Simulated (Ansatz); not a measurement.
Wavefunction ladder for `C[O][Al]([NH2])[NH2]`

```xyz
12

C     1.864   -1.105    0.232
O     0.556   -0.816    0.608
Al   -0.651    0.239    0.081
N    -0.365    1.352   -1.262
N    -2.196    0.180    0.927
H     1.973   -2.176    0.023
H     2.182   -0.559   -0.667
H     2.562   -0.850    1.038
H    -1.040    1.997   -1.635
H     0.504    1.433   -1.764
H    -2.998    0.754    0.729
H    -2.391   -0.447    1.689
```

The species carries charge 0 and has multiplicity 1. The geometry is a stationary point of PBE0-D4/def2-TZVP. It is one conformer, not always the lowest. Frozen core, restricted reference, Ansatz. CBS rows extrapolate triple and quadruple zeta; past MP2 they add the triple-zeta difference.

```
     basis     HF (Eh)  MP2 corr.  CCSD corr.       (T)  CCSD(T) total
  def2-SVP  -467.49637   -0.72826    -0.77283  -0.01815     -468.28735
def2-TZVPP  -467.86142   -0.91837    -0.95121  -0.03449     -468.84712
def2-QZVPP  -467.88091   -0.98627           –         –              –
 CBS(def2)  -467.88360   -1.03656    -1.06940     as TZ     -468.98749
```
